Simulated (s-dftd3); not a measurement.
CrFO₂ (SMILES [O]=[Cr+](=[O])[F]), charge +1, singlet, geometry from GFN2-xTB (such geometries of metal compounds can be far from the true shape) (the multiplicity is a formal guess); D3(bjm) for blyp (s-dftd3 1.4.0).

Input for s-dftd3:
```
$ s-dftd3 mol.xyz --bjm blyp --json dftd3.json --noedisp --grad

# file mol.xyz
4

Cr     0.12142624     0.18905534     0.16459684
O      1.30090157    -0.48116846    -0.58007591
O     -0.53573390    -0.80739456     1.14954741
F     -1.00395235     0.64124176    -0.94512179
```

It wrote (shortened):

```
-----------------------------------
 s i m p l e   D F T - D 3  v1.4.0
-----------------------------------

Rational (Becke-Johnson) damping: blyp-D3(BJ)
---------------------
  s6         1.0000
  s8         1.8750
  s9         0.0000
  a1         0.4485
  a2         3.6107
 alp        14.0000
--------------------

Dispersion energy:      -6.9520895834411E-03 Eh

Gradient norm:           6.7419293652197E-04 Eh/a0
--------------------------------------------------
     #    Z           dE/dx      dE/dy      dE/dz
--------------------------------------------------
     1   24 Cr    7.312E-06  1.197E-05  1.002E-05
     2    8 O     3.656E-04 -6.463E-05 -1.410E-04
     3    8 O    -1.420E-04 -1.548E-04  3.370E-04
     4    9 F    -2.309E-04  2.074E-04 -2.061E-04
--------------------------------------------------

Virial:
--------------------------------------------------
      component           x          y          z
--------------------------------------------------
          x       1.482E-03 -3.930E-04 -2.945E-04
          y      -3.930E-04  5.506E-04 -6.322E-04
          z      -2.945E-04 -6.322E-04  1.258E-03
--------------------------------------------------

[Info] JSON dump of results written to 'dftd3.json'
```
